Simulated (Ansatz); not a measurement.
Reaction (formal exchange of groups at the Si–S bond): `[SiH3][S][SnH3]` + `[AlH2][Cl]` → `[SiH3][AlH][Cl]` + `[SH][SnH3]`

Calculated with Ansatz (gas phase, PBE0-D4/def2-TZVP geometries, no zero-point term in ΔE). CBS: MP2 limit from def2 TZ/QZ plus the TZ coupled-cluster correction, frozen cores. This one scheme is used for every species. DFT in def2-TZVPP. B3LYP here is the variant with VWN-RPA as its local correlation; programs differ in this. HSE06 is defined as in plane-wave codes. def2 core potentials past Kr. For Sn outer-core shells are correlated without core-valence functions, which leaves a few kJ/mol of doubt a bond.

**Question.** Is it downhill or uphill in electronic energy at CCSD(T)/CBS, and by how much? (Estimate.)

**Answer.** Ansatz gave: Uphill: ΔE = +0.60 eV.

**Question.** What do these levels give: PBE-D4, BLYP-D4, B97M-V, B3LYP-D4, CAM-B3LYP-D4, revPBE, r2SCANh, HSE06, HF/def2-SVP, MP2/def2-SVP, CCSD(T)/def2-SVP, CCSD/CBS(def2)? (Estimate.)

**Answer.** Computed: PBE-D4 0.45, BLYP-D4 0.53, B97M-V 0.63, B3LYP-D4 0.55, CAM-B3LYP-D4 0.56, revPBE 0.39, r2SCANh 0.55, HSE06 0.46, HF/def2-SVP 0.57, MP2/def2-SVP 0.61, CCSD(T)/def2-SVP 0.51, CCSD/CBS(def2) 0.59 eV.

Largest T1 diagnostic among the species: 0.013.

Leaving LDA and LC-ωPBE aside and taking each functional with its dispersion term where it has one, the values spread over 0.18 eV, from PBE-D4 to B97M-V. From BLYP to BHLYP (50 % exact exchange), in def2-TZVPP and without D4, ΔE moves by +0.11 eV. At CCSD(T), def2-SVP lies −0.10 eV from the extrapolated value and def2-TZVPP −0.05 eV.
